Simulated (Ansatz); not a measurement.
ScAu₄⁺. The state is a singlet with charge 1. Geometry B3LYP-D4/def2-SVP, basis def2-TZVP, Ansatz.

```xyz
5

Sc    0.525   -0.604    0.331
Au   -0.136    1.998    0.158
Au   -0.796    0.356   -1.807
Au    0.791    0.682    2.536
Au   -0.384   -2.432   -1.218
```

| run | HOMO (eV) | LUMO (eV) |
| --- | --- | --- |
| A | -9.98 | -8.77 |
| B | -10.51 | -7.90 |
| C | -10.04 | -8.66 |
| D | -9.87 | -8.65 |
| E | -10.97 | -6.92 |

In the def2 sets Au takes a core potential; there is no spin–orbit coupling. The structure comes from a short search, and lower isomers may exist.

Q: The runs used BHLYP, PBE, PBE0, r2SCAN, revPBE. Estimate which is which.

A: A PBE (0 % exact exchange); B PBE0 (25 % exact exchange); C r2SCAN (0 % exact exchange); D revPBE (0 % exact exchange); E BHLYP (50 % exact exchange). Exact exchange lowers occupied and raises empty levels; among semilocal functionals meta-GGAs tend to open the gap a little, and such runs are hard to tell apart. The gap grows from 1.22 eV (PBE) to 4.05 eV (BHLYP).
